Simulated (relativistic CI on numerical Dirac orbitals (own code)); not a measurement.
## d6 in a ligand field

Computed with a parametric ligand-field model of a d^n configuration (Racah B and C, spin-orbit zeta, crystal field), exact diagonalisation.

Field parameters in Wybourne normalisation: Td as Oh with Dq negative (B⁴₀ = 21Dq, B⁴₄ = √(5/14) B⁴₀). The field is a parameter set, without covalency.

B = 470 cm⁻¹, C = 2410 cm⁻¹ (C/B = 5.13), Td, no spin-orbit coupling. Tanabe-Sugano data, E/B above the lowest term (Δ = |10Dq|; b, c mark the second and third term of a kind):

```tsv
Δ/B	5E	5T2	3T1	3E	3T2	3T1(b)	1T2	1E
1.0	0.00	1.00	24.43	24.69	25.30	25.53	36.68	36.59
2.8	0.00	2.81	23.74	24.92	26.32	26.68	36.16	36.01
4.6	0.00	4.60	22.65	25.07	26.89	26.92	35.26	35.23
6.4	0.00	6.40	21.32	25.18	27.22	26.94	34.10	34.28
8.2	0.00	8.19	19.90	25.26	27.42	26.93	32.81	33.21
10.0	0.00	10.00	18.38	25.32	27.56	26.92	31.42	32.01
11.8	0.00	11.81	16.81	25.36	27.67	26.92	29.97	30.73
13.6	0.00	13.60	15.23	25.40	27.75	26.92	28.49	29.38
15.4	0.00	15.40	13.60	25.43	27.81	26.92	26.96	27.96
17.2	0.00	17.19	11.96	25.46	27.87	26.92	25.41	26.50
19.0	0.00	19.00	10.29	25.48	27.91	26.92	23.83	24.98
20.8	0.00	20.81	8.60	25.50	27.95	26.92	22.22	23.43
```

The ground term stays 5E.
